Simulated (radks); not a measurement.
Dipole-allowed excitations along the series with 18 electrons in [Ar]. Method: scalar-relativistic Kohn-Sham, exchange-only LDA, spin-polarised, spherical densities, finite nucleus; Fermi nuclear charge, rms radius of each element as measured or else 0.836 A^(1/3) + 0.57 fm; computed with a radial shooting solver on a logarithmic mesh with Libxc functionals. Time-dependent linear response with the Hartree and adiabatic exchange-only LDA kernel, continuum included through the Sternheimer equations, no spin-orbit coupling, so fine structure and intercombination lines are absent. Lines are the poles of the dipole polarisability below minus the highest occupied eigenvalue, found on a grid refined at the orbital gaps; the lowest seven at most are given, and weak or close lines can be missed. The first line takes the name of the lowest orbital gap if no other gap lies below it; otherwise a line is named after a gap within 0.6 % of it, if that gap stands alone.

species  -e(HOMO) (eV)  lowest orbital gap (eV)  first line (eV)     f  static alpha (bohr^3)
As15+           567.15             3p-3d 86.068   110.95 (3p-3d)  1.91                 0.1381
Se16+           629.46             3p-3d 90.664   116.58 (3p-3d)  1.82                 0.1194
Br17+           694.88             3p-3d 95.318   122.27 (3p-3d)  1.75                 0.1038
Kr18+           763.43             3p-3d 100.04   128.02 (3p-3d)  1.68                0.09087
Rb19+           835.11             3p-3d 104.83   133.84 (3p-3d)  1.62                0.07993

Estimate the first line of Ge14+, its oscillator strength and the static polarisability.

Answer. 105.37 eV (3p-3d), f = 2.00, alpha = 0.1609 bohr^3.
